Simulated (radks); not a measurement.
The numbers below are computed, except where a source is named.
The oxygen anion O-, [He] 2s2 2p5, held by a Watson sphere: a shell of charge +1 at radius R that stands for the Madelung well of a crystal (potential energy -1/R inside, -1/r outside, in hartree with lengths in bohr). Code: a radial shooting solver on a logarithmic mesh with Libxc functionals. Model: scalar-relativistic Kohn-Sham, LDA (Slater exchange, Perdew-Wang correlation), spin-unpolarised, spherical densities, finite nucleus; Fermi nuclear charge, rms radius of each element as measured or else 0.836 A^(1/3) + 0.57 fm. Response by self-consistent Sternheimer equations with the Hartree and adiabatic LDA kernel, the relativistic mass of each level held fixed and spin-orbit coupling left out. The sphere does not respond.

R (bohr)  e(1s) (eV)  e(2s) (eV)  e(2p) (eV)  <r> 2p (bohr)  sum of <r^2> (bohr^2)  X-ray form factor at sin(theta)/lambda = 0.2 1/angstrom  alpha (bohr^3)
2.73         -506.17     -20.655      -6.529          1.454                  18.26                                                    5.752           14.91
2.96         -505.86     -20.208      -6.102          1.470                  18.70                                                    5.734           16.56
3.02         -505.78     -20.098      -5.997          1.473                  18.81                                                    5.731           17.00
3.69         -504.95     -19.048      -4.968          1.507                  19.86                                                    5.703           22.14

Estimate the row for R = 1.7 bohr.

Answer. e(1s) (eV) -507.25; e(2s) (eV) -23.350; e(2p) (eV) -8.882; <r> 2p (bohr) 1.350; sum of <r^2> (bohr^2) 15.65; X-ray form factor at sin(theta)/lambda = 0.2 1/angstrom 5.937; alpha (bohr^3) 8.575.
